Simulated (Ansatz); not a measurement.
cis-[FeF2(H2O)4]+ (FeO₄F₂H₈⁺), relaxed as a doublet with UKS PBE-D4/def2-SVP in Ansatz, starting from the PBE-D4/def2-SVP geometry of the charge +1 sextet. Force threshold 0.02 eV/Å.

The name describes the sextet; other states may take another shape. At PBE-D4/def2-SVP a sextet of charge 1 lies 0.46 eV below the doublet, each at its own geometry.

Start:

Cartesian coordinates in Å:
```
Fe -0.196 0.252 -0.247
F 0.299 0.678 -1.935
O -0.319 -0.846 1.614
H -0.302 -1.825 1.603
H -1.164 -0.587 2.038
F -1.743 1.003 0.346
O 1.716 -0.727 -0.174
H 2.323 -0.631 0.587
H 2.231 -0.527 -0.983
O 0.766 2.006 0.550
H 0.055 2.552 0.948
H 1.141 2.559 -0.168
O -1.342 -1.366 -1.099
H -1.173 -1.402 -2.065
H -2.292 -1.139 -1.016
```

| step | energy (eV) | largest force component (eV/Å) | SCF passes |
| --- | --- | --- | --- |
| 1 | -48101.0446 | 0.959 | 106 |
| 2 | -48101.4173 | 0.652 | 64 |
| 3 | -48101.5590 | 0.836 | 54 |
| 4 | -48101.6306 | 0.192 | 44 |
| 5 | -48101.6435 | 0.103 | 45 |
| 6 | -48101.6485 | 0.036 | 44 |
| 7 | -48101.6495 | 0.019 | 36 |

Force components are those of the run's own axes.

End:

```xyz
15

Fe   -0.136    0.163   -0.148
F     0.270    0.838   -1.733
O    -0.316   -0.750    1.641
H    -0.492   -1.710    1.545
H    -1.114   -0.382    2.080
F    -1.722    0.885    0.154
O     1.639   -0.798   -0.241
H     2.283   -0.457    0.415
H     2.024   -0.584   -1.120
O     0.727    1.778    0.588
H     0.010    2.318    0.993
H     0.931    2.253   -0.255
O    -1.136   -1.310   -1.000
H    -0.920   -1.314   -1.959
H    -2.048   -0.929   -0.960
```

By distances, no bond broke or formed. The bond that changes most is Fe1–O13, from 2.16 to 1.97 Å (atoms count from 1). A close non-bonded pair moves further: F2–H12, from 2.72 to 2.15 Å.

No frequencies were taken in this run, so the end may be a saddle point.

It took 37 s on 4 threads of Intel Xeon Platinum 8259CL on a shared host.
